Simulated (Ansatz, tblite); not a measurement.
Forces on Zn₇Te₆⁺ at its PBE-D4/def2-SVP geometry. Total charge 1; doublet.

In the def2 sets Te takes a core potential; there is no spin–orbit coupling. The xTB rows come from tblite. Single mean-field runs in def2-TZVP are fitted with def2-universal-jkfit. The structure comes from a short search, and lower isomers may exist.

GFN1-xTB (tblite), largest force 0.84 eV/Å:

```xyz
13
positions Å, forces eV/Å
Zn    0.150   -2.156   -1.267    0.127   -0.410   -0.321
Zn   -2.119   -1.337   -0.055   -0.505   -0.184    0.018
Zn    0.914    0.401    1.434    0.391   -0.022    0.748
Zn   -1.437    1.462   -0.678   -0.284    0.372   -0.298
Zn    0.166   -2.772    2.184    0.011    0.008    0.016
Zn    1.431    3.113    0.572    0.293    0.361    0.304
Zn    0.824    0.646   -1.889    0.080    0.238   -0.494
Te   -1.581   -0.490   -2.622    0.171   -0.013    0.327
Te    2.297   -0.951   -0.475   -0.016   -0.197   -0.200
Te    2.238    2.189    2.700   -0.049   -0.009   -0.085
Te   -1.349   -3.843    0.075    0.044   -0.191    0.209
Te   -1.787    0.522    1.713   -0.243   -0.113   -0.076
Te    0.254    3.217   -1.693   -0.021    0.161   -0.147
```

GFN2-xTB (tblite), largest force 0.90 eV/Å:

```
Zn 0.019 -0.334 -0.226
Zn -0.349 -0.203 -0.026
Zn 0.223 0.216 0.272
Zn -0.132 0.367 -0.220
Zn 0.289 -0.055 0.577
Zn 0.317 0.076 0.540
Zn 0.074 0.291 -0.330
Te -0.343 -0.089 -0.585
Te 0.681 -0.300 -0.121
Te 0.181 0.116 0.260
Te -0.332 -0.837 -0.058
Te -0.523 0.137 0.526
Te -0.104 0.616 -0.610
```

PBE-D4/def2-TZVP (Ansatz), largest force 0.14 eV/Å:

```
Zn 0.086 -0.088 -0.063
Zn -0.127 -0.013 0.055
Zn -0.003 -0.046 0.029
Zn -0.086 0.095 0.045
Zn 0.023 -0.045 0.075
Zn 0.007 0.071 -0.034
Zn 0.116 0.019 -0.065
Te -0.008 -0.003 -0.017
Te 0.034 -0.020 -0.030
Te 0.026 0.038 0.023
Te -0.033 -0.056 -0.026
Te -0.046 0.011 0.015
Te 0.010 0.037 -0.006
```
